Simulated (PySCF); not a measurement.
# Gallium: a sound run and one with changed settings

Sound run: Ga⁺ [Ar] 3d10 4s2, Ga²⁺ [Ar] 3d10 4s1. Computed with PySCF 2.14 in 6-31G*, with the non-relativistic Hamiltonian (point nucleus). In the sound run the correlated levels freeze [Ar] 3d10. The sound run starts from symmetry-adapted Hartree-Fock orbitals and uses a fine grid where one is needed.

Changed run: the spin-free X2C one-electron Hamiltonian (Gaussian nucleus). This setting is unsound on purpose.

```csv
species,method,sound run (hartree),changed run (hartree),converged
Ga⁺,UHF,-1922.73879,-1937.79313,yes
Ga⁺,LDA,-1921.28121,-1936.33415,yes
Ga⁺,PBE0,-1924.05617,-1939.11007,yes
Ga⁺,MP2,-1922.76195,-1937.81616,yes
Ga⁺,CCSD(T),-1922.77363,-1937.82758,yes
Ga²⁺,UHF,-1922.05571,-1937.10117,yes
Ga²⁺,LDA,-1920.51073,-1935.55341,yes
Ga²⁺,PBE0,-1923.31114,-1938.35532,yes
```

Ionisation energy of Ga⁺:

| method | sound run (eV) | changed run (eV) |
| --- | --- | --- |
| UHF | 18.588 | 18.829 |
| LDA | 20.966 | 21.245 |
| PBE0 | 20.273 | 20.538 |
| MP2 | 19.218 | 19.456 |
| SCS-MP2 | 19.344 | 19.581 |
| CCSD | 19.536 | 19.767 |
| CCSD(T) | 19.536 | 19.767 |
| CCSDT | 19.536 | 19.767 |
| FCI | 19.536 | 19.767 |

Most of the change in total energy is the relativistic energy itself. On top of that the contraction fixes the core shape for the Hamiltonian it was made with, so the changed run is not a good calculation with the other Hamiltonian either.

For comparison, NIST gives 20.515 eV between the lowest levels.
